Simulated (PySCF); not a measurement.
Computed IR spectrum (relative IR intensity) of a molecule C₃H₉BO. Coordinates come from a r2SCAN-D4/def2-SVP optimisation. The values are those of a single conformer. Calculation: r2SCAN-D4/def2-SVP (PySCF). No scaling factor is applied to the harmonic values.

Lines under 2 % of the strongest are left out, and lines within 2 cm⁻¹ are merged.

ν (cm⁻¹): 519 (w), 846 (w), 883 (w), 965 (w), 1023 (w), 1066 (vw), 1159 (m), 1180 (w), 1273 (m), 1386 (w), 1396 (vs), 1408 (s), 1463 (vw), 1474 (w), 1479 (w), 1492 (s), 2562 (vs), 2989 (m), 3015 (m), 3028 (m), 3105 (m), 3120 (w), 3124 (w), 3143 (w) (against the strongest line: vs over 80 %, s over 45 %, m over 15 %, w over 4 %, vw less)

Question: Pick the molecule that these values belong to.
A. COB(C)C
B. BOC(C)C
C. CCCBO
D. CCBOC

Answer: D, CCBOC
